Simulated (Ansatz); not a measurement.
`[F][SnH2][Br]` → `[F][Sn][Br]` + H₂ at 400 K and 1 bar (stannylene formation by 1,1-elimination).

Gas-phase electronic energies from Ansatz, PBE0-D4/def2-TZVP geometries. CCSD(T)/CBS adds triple-zeta CCSD(T) − MP2 to the extrapolated MP2 energy (def2 sets, frozen cores). This one scheme is used for every species. Elements past krypton have def2 core potentials. For Br, Sn outer-core shells are correlated without core-valence functions, which leaves a few kJ/mol of doubt a bond. Scalar relativity is left out up to krypton.

```tsv
species	CCSD(T)/CBS energy (Eh)	H − E (kJ/mol)	S (J/(mol·K))
`[F][SnH2][Br]`	-2888.40380	66.4	342.9
`[F][Sn][Br]`	-2887.23951	24.7	327.4
H₂	-1.17544	38.0	139.0
```

H − E and S are ideal-gas, rigid-rotor, harmonic terms from PBE0-D4/def2-TZVP. The MP2-based limit puts H₂ 0.8 mEh under its directly extrapolated value; such offsets cancel only in part. 1 Eh = 2625.50 kJ/mol, R = 8.31446 J/(mol·K).

Task: By hand: ΔE, ΔH, ΔS and ΔG.

Result: ΔE = (-2887.23951) + (-1.17544) − (-2888.40380) = -0.01115 Eh = -29.3 kJ/mol. Δ(H − E) = 24.7 + 38.0 − 66.4 = -3.7, so ΔH = -33.0 kJ/mol. ΔS = 327.4 + 139.0 − 342.9 = 123.5 J/(mol·K). ΔG = -33.0 − 400 × (123.5)/1000 = -82.4 kJ/mol.

Task: By hand: the equilibrium constant, and the temperature at which ΔG would vanish if ΔH and ΔS stayed fixed.

Result: log₁₀ K = −ΔG/(RT ln 10) = 10.8. ΔH and −TΔS have one sign here, so there is no such temperature.

The number of gas molecules changes by +1, which sets the sign of ΔS. A doubt of 5 kJ/mol in ΔE shifts log₁₀ K by 0.7 here. These are equilibria of isolated gas molecules and say nothing of rates. Largest T1 diagnostic: 0.014 (customary marks: 0.02 for closed shells, 0.045 for open ones).
